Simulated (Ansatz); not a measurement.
Relaxation of CH$_{7}$AlBN (11 atoms, charge 0, multiplicity 1), to a largest force component of 0.02 eV/Å in at most 50 steps.

These are results of UKS B3LYP-D4/6-31G in Ansatz, not measurements.

```xyz
11
Properties=species:S:1:pos:R:3
B -1.148 1.608 0.179
N -0.762 0.240 -0.228
C 0.537 -0.031 0.309
Al 1.168 -1.908 -0.085
H -1.403 2.461 -0.681
H -1.364 1.942 1.304
H -0.660 0.232 -1.266
H -0.143 1.123 0.530
H 1.339 0.663 -0.076
H 1.449 -2.270 -1.574
H 0.304 -3.077 0.714
```

Where does it end, and by what steps?

The forces met the threshold. Limits of this set-up: no polarisation functions. After 24 steps the energy has fallen by 7.687 eV; H8 moved furthest, 1.45 Å. Parted: B1–H8. Joined: N2–Al4, C3–H8.

```
step  energy less start (eV)  largest force component (eV/Å)  accepted
   0                  0.0000                           5.715       yes
   1                 -2.0429                           4.268       yes
   2                 -3.4542                           3.145       yes
   3                 -4.5901                           3.269       yes
   4                 -5.7533                           2.706       yes
   5                 -6.3927                           1.598       yes
   6                 -6.8718                           1.043       yes
   7                 -7.1556                           1.640       yes
   8                 -7.3543                           1.019       yes
   9                 -7.4929                           0.499       yes
  10                 -7.5574                           0.496       yes
  11                 -7.5563                           0.650        no
  12                 -7.5833                           0.094       yes
  13                 -7.5973                           0.082       yes
  14                 -7.6139                           0.102       yes
  15                 -7.6146                           0.345       yes
  16                 -7.6293                           0.305       yes
  17                 -7.6453                           0.116       yes
  18                 -7.6573                           0.154       yes
  19                 -7.6660                           0.241       yes
  20                 -7.6735                           0.254       yes
  21                 -7.6771                           0.210       yes
  22                 -7.6858                           0.060       yes
  23                 -7.6864                           0.040       yes
  24                 -7.6868                           0.018       yes
```

```xyz
11
Properties=species:S:1:pos:R:3
B -1.411 1.066 0.039
N -0.155 0.757 -0.524
C 1.094 0.332 0.214
Al 0.437 -1.515 -0.063
H -2.297 1.399 -0.687
H -1.550 0.973 1.220
H -0.014 0.901 -1.520
H 1.070 0.727 1.229
H 1.984 0.684 -0.307
H 0.670 -2.161 -1.514
H -0.513 -2.181 1.039
```

Whether the end is a true minimum wasn't checked by a vibrational analysis.

Run time: 120 s on 1 thread of Arm Neoverse V1 (shared host), peak memory 0.18 GiB.
